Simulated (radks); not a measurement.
The silicon anion Si4-, [Ar], held by a Watson sphere: a shell of charge +3.36 at radius R that stands for the Madelung well of a crystal (potential energy -3.36/R inside, -3.36/r outside, in hartree with lengths in bohr). Method: non-relativistic Kohn-Sham, PBEsol, spin-polarised, spherical densities, point nucleus; computed with a radial shooting solver on a logarithmic mesh with Libxc functionals. Response by self-consistent Sternheimer equations with the Hartree and adiabatic LDA kernel. The sphere does not respond.

R (bohr)  e(2p) (eV)  e(3s) (eV)  e(3p) (eV)  <r> 3p (bohr)  sum of <r^2> (bohr^2)  X-ray form factor at sin(theta)/lambda = 0.1 1/angstrom  alpha (bohr^3)
2.48         -87.675      -8.610      -2.341          2.797                  70.23                                                   14.153           71.07
2.8          -87.968      -7.968      -2.095          2.972                  78.38                                                   13.858           89.50
2.94         -88.137      -7.720      -1.987          3.050                  82.13                                                   13.734           99.23
3.28         -88.563      -7.199      -1.737          3.241                  91.73                                                   13.445           127.9
3.52         -88.846      -6.897      -1.575          3.379                  98.91                                                   13.255           153.2
3.64         -88.977      -6.765      -1.499          3.448                  102.6                                                   13.164           167.6
3.65         -88.988      -6.754      -1.492          3.454                  102.9                                                   13.157           168.9
4.08         -89.396      -6.381      -1.252          3.708                  117.1                                                   12.863           232.2
4.23         -89.517      -6.282      -1.180          3.798                  122.3                                                   12.771           259.0
